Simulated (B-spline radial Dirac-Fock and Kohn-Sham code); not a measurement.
## X-ray scattering factor of Gd¹⁷⁺

System: gadolinium as Gd¹⁷⁺, configuration [Kr] 4d10 4f1.

Method: Dirac-Fock orbitals of the configuration average with a finite nucleus. Computed with a radial atomic solver. f₀ is the Fourier transform of the spherical electron density, S the Waller-Hartree incoherent function, and s = sin θ/λ.

```
s (Å⁻¹)      f₀       S
      0  47.000   0.000
   0.07  46.697   0.251
   0.08  46.605   0.327
    0.1  46.386   0.507
   0.13  45.970   0.846
   0.16  45.455   1.261
    0.2  44.625   1.920
   0.25  43.379   2.881
   0.31  41.630   4.185
   0.38  39.332   5.824
   0.47  36.150   7.986
   0.59  31.878  10.784
   0.73  27.354  13.811
   0.92  22.552  17.538
   1.14  18.874  21.347
   1.42  15.991  25.311
   1.77  13.337  28.957
    2.2  10.395  32.163
   2.74   7.553  35.132
   3.41   5.647  37.834
   4.25   4.567  40.255
   5.29   3.634  42.293
   6.59   2.621  43.857
```

f₀ starts at the number of electrons, 47, and has fallen to half at s ≈ 0.88 Å⁻¹. The sum of ⟨r²⟩ over the electrons is 8.424 bohr².
